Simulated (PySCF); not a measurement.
**What the settings do**

Molecule: `C=CCC(=C)/C=C\C`, C8H12; geometry GFN2-xTB.

Bonds (- single, = double, # triple, : aromatic): C1=C2, C2-C3, C3-C4, C4=C5, C4-C6, C6=C7, C7-C8. C1 carries H9, H10; C2 carries H11; C3 carries H12, H13; C5 carries H14, H15; C6 carries H16; C7 carries H17; C8 carries H18, H19, H20. Stereochemistry as in C=CCC(=C)/C=C\C. H10, H14 are cis to C3; H9, H15 are trans to C3.

All runs: PySCF 2.14.0 with density-fitted response routines, non-relativistic, gas phase unless a solvent (IEF-PCM) is named; grid level 2, GIAOs and SCF threshold 1e-9 unless changed. The yardstick, PBE0/pcSseg-1, gives these isotropic shieldings σ (ppm, equivalent atoms averaged): C4 33.1, C6 46.0, C8 167.7, H11 25.68, H17 25.93, H12/H13 28.57, H18/H19/H20 29.74.

(1) What do these inputs give? (1) PBE0/6-31G-J; (2) wB97X/pcseg-1; guess sap; (3) HCTH407/def2-SVPD; (4) solvent tetrahydrofuran; HCTH407/pcseg-1; level_shift 0.2; (5) HF/ANO-RCC-VDZP; (6) HF/pcSseg-0; aux def2-universal-jkfit; guess vsap; (7) OPBE/pcSseg-1; max_cycle 99; squeeze 2.0; mult 3; altered: squeeze 2.0, mult 3

(2) Comment on the technical settings and failures.

Answers

(1) 
| run | outcome | functions | wall time | C4 | C6 | C8 | H11 | H17 | H12/H13 | H18/H19/H20 |
| --- | --- | --- | --- | --- | --- | --- | --- | --- | --- | --- |
| 1 | converged | 144 | 20 s | 42.3 | 53.9 | 174.3 | 26.70 | 27.11 | 29.71 | 31.06 |
| 2 | converged | 172 | 31 s | 44.5 | 59.4 | 180.7 | 25.94 | 26.25 | 28.90 | 30.01 |
| 3 | converged | 256 | 66 s | 49.0 | 62.5 | 173.6 | 25.74 | 26.02 | 28.52 | 29.83 |
| 4 | converged | 172 | 23 s | 41.7 | 58.2 | 171.8 | 25.77 | 25.96 | 28.44 | 29.70 |
| 5 | converged | 172 | 37 s | 42.9 | 60.0 | 181.1 | 26.25 | 26.57 | 29.19 | 30.36 |
| 6 | converged | 96 | 5.9 s | 43.0 | 51.8 | 183.5 | 27.80 | 28.16 | 30.74 | 31.83 |
| 7 | refused | – | 67 s | – | – | – | – | – | – | – |

Times are on 1 thread of an AMD EPYC 7R43 64-Core, shared host.

(2) 
- Run 2: The functional and orbital basis differ from the yardstick's, which in itself moves the values. The starting guess changes the path of the SCF (13 cycles), not the solution, provided the same state is reached.
- Run 4: The functional and orbital basis and medium differ from the yardstick's, which in itself moves the values. The level shift changes the path of the SCF (11 cycles), not the solution, provided the same state is reached.
- Run 6: The functional and orbital basis differ from the yardstick's, which in itself moves the values. The starting guess changes the path of the SCF (11 cycles), not the solution, provided the same state is reached. With 96 functions the basis is far too small for magnetic properties. The other auxiliary basis adds little: it changes only the density-fitting error.
- Run 7: The program stopped with: NotImplementedError: this response code serves closed shells only; the SCF ended at -311.44764491 Eh with <S^2> = 2.0094 Charge 0 and multiplicity 3 describe another species than the intended molecule, on its geometry. One bond was set to 2 of its length.

Runs 6, 7 were set up unsoundly or failed; their numbers aren't to be quoted as properties of the molecule.
